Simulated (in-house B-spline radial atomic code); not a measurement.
The numbers below are computed, except where a source is named.
Building a PAW s channel for S, r_c = 1.38 bohr

S, [Ne] 3s2 3p4, non-relativistic PBE, spherical and spin-unpolarised, from a B-spline radial code for spherical atoms (atomic units; all potentials screened as in the neutral atom).

Two all-electron partial waves φ1, φ2 are integrated outwards at E1 = ε(3s) = -0.630009 and E2 = E1 + 1 hartree; φ1 is the bound orbital and φ2 has unit norm inside r_c = 1.3783 bohr. Smooth partners are polynomials, r^1(a0 + a1 r² + a2 r⁴ + a3 r⁶), matched to φ and three derivatives at r_c, with no condition on the norm. The local potential is -6.56745 + (4.83885) r² + (-1.45138) r⁴ + (0.1321) r⁶ inside 1.1285 bohr and the all-electron one outside.

| wave | φ(r_c) | φ'(r_c) | a0 | a1 | a2 | a3 |
| --- | --- | --- | --- | --- | --- | --- |
| 1 | 0.8396445 | 0.06519782 | 0.4866112 | 0.4276765 | -0.2729916 | 0.04307481 |
| 2 | 1.154913 | -1.285932 | 1.291035 | 0.3926378 | -0.4957724 | 0.08608521 |

Inside r_c the overlaps are <φi φj> = [[0.33774, 0.57751], [0.57751, 1.00000]] and, for the smooth waves, [[0.37017, 0.66375], [0.66375, 1.21721]]. With χj = (Ej − T − V_local) applied to smooth wave j, the program's quadrature gives the matrix B_ij = <smooth i, χj> as [[0.60285, 1.33690], [1.25067, 2.78498]].

Q: Check the match of the first wave, and find the augmentation charges q_ij.

A: At r_c the four terms are 0.67070, 1.11982, -1.35790, 0.40703, which sum to 0.8396, φ1(r_c) to rounding. q_ij is the all-electron overlap less the smooth one: [[-0.03243, -0.08623], [-0.08623, -0.21721]]. The smooth first wave has a norm of 0.3702 inside r_c against 0.3377, so q11 is negative and must stay small enough for the overlap operator to be positive.

Q: B isn't symmetric. Show that D_ij = B_ij + Ej q_ij is.

A: Integrating by parts gives B12 − B21 = (E1 − E2) q12: 1.33690 − (1.25067) = 0.08623, and −1 × (-0.08623) = 0.08623. So D12 = 1.33690 + (0.369991)(-0.08623) = 1.30499 and D21 = 1.25067 + (-0.630009)(-0.08623) = 1.30500; D11 = 0.62328, D22 = 2.70461. The projectors, p = (B⁻¹)ᵀ χ, are dual to the smooth waves; det B = 0.0069, small beside B11 B22, as the two smooth waves look alike inside r_c.

Solving (T + V_local + Σ p D p) ψ = E (1 + Σ p q p) ψ in a sphere of 9 bohr gives these levels:

| all-electron | one projector | two projectors |
| --- | --- | --- |
| -0.630009 | -0.630009 | -0.630009 |
| 0.017913 | 0.017213 | 0.017910 |
| 0.294313 | 0.291432 | 0.294312 |
| 0.730419 | 0.719633 | 0.730183 |
| 1.317240 | 1.280190 | 0.847280 |

Q: What does the second projector gain?

A: With one projector the errors are 0.00, -0.70, -2.88, -10.79, -37.05 millihartree. With two the errors are 0.00, 0.00, 0.00, -0.24 millihartree, and the level at 0.8473 is out of step with the all-electron series: an extra state, or one far too low, so the pairing ends there. The lowest eigenvalue of the overlap operator is 0.811 with one and 0.1559 with two projectors. The smooth orbital alone needs a cutoff of 10.8 hartree for 1 millihartree of kinetic energy, against 23.7 for a norm-conserving Troullier-Martins orbital of the same radius, which is no gain while the set fails.
